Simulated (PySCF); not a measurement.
Compound: C4H3FN2 (charge +1 and doublet state).
Geometry (GFN2-xTB, Å), atoms numbered from 1 in this order:
```
atom  x, y, z in Å
N1     2.242    2.119   -1.323
C2     1.928    1.140   -0.833
C3     1.554   -0.099   -0.221
N4     0.444   -0.320    0.276
C5    -0.752   -0.196    0.739
C6    -1.901   -0.550    0.065
F7    -3.044   -0.442    0.671
H8     2.335   -0.865   -0.218
H9    -0.839    0.135    1.776
H10   -1.959   -0.915   -0.955
```

The hyperfine couplings belong to this conformer and change with its torsions.

Identity: `N#C/C=N\[CH+][CH]F` [radical] (charge +1).

Computed with UKS B3LYP, pcH-1 on C F H N, non-relativistic, mean-field spin-orbit, GIAO (PySCF 2.14.0). Isolated species at its GFN2-xTB geometry (one conformer only). A GFN2-xTB geometry isn't a minimum of the functional, and hyperfine couplings can be far from their values at a DFT geometry, by a factor of two or more for some ions and for spin on atoms past the first row. The frame is twisted about the N4–C5 bond at this geometry (dihedral C3–N4–C5–H9 = -83°); couplings at other torsion angles weren't computed. Stability of the SCF solution: not tested.

(1) Give the principal g shifts and their parts.

(2) At 9.353 GHz, how far is the centre of the isotropic spectrum from where a free electron (g = 2.002319) resonates?

(3) What effective moment and Curie constant follow for a powder?

(4) In a frozen sample, at which fields do the three g values resonate at 9.5, 34, 94 and 263 GHz (hyperfine left aside), and which band first spreads them over more than twice a line width of 0.3 mT?

Answers

(1) 
| Δg (ppm) | 1 | 2 | 3 |
| --- | --- | --- | --- |
| relativistic mass correction | -236 | -236 | -236 |
| gauge correction | -1 | 55 | 35 |
| orbital Zeeman/spin–orbit | -5 | 1856 | 3139 |
| total | -242 | 1675 | 2938 |

So g = 2.00208, 2.00399, 2.00526 and g_iso = 2.00378; the tensor is rhombic: the two nearest values differ by 40 % of g3 − g1. Axes: g2 points within 2° of the C6–F7 bond.

(2) B = hν/(g μB) with μB/h = 13.99624 MHz/mT gives 333.74 mT for the free electron and 333.50 mT at g_iso, 0.24 mT lower.

(3) With the mean of g² = 4.0151 and S(S+1) = 0.75: μ_eff = √(⟨g²⟩S(S+1)) = 1.735 μB and χT = 0.12505·⟨g²⟩·S(S+1) = 0.377 cm³ K/mol (cgs; spin-Hamiltonian part alone).

(4) 
```csv
band,GHz,B(g3) mT,B(g2) mT,B(g1) mT,spread mT
X,9.5,338.49,338.70,339.02,0.54
Q,34.0,1211.43,1212.19,1213.35,1.92
W,94.0,3349.24,3351.35,3354.56,5.32
J,263.0,9370.75,9376.65,9385.63,14.88
```

The spread grows in proportion to the frequency. Q band is the first where it exceeds 0.6 mT.

The largest Mulliken spin populations are on C6 (+0.52), N4 (+0.37), F7 (+0.09) and C3 (-0.06). The angles at C6 add up to 360.0°, so it is planar.

The HOMO–LUMO gaps are 4.38 eV among the α and 4.74 eV among the β orbitals.

On one thread of an Arm Neoverse V1, shared host with 32 logical CPUs at a one-minute load of 14, this took 34 s of wall time (with the writing of density and orbital grids) and 0.68 GiB of memory at its peak.
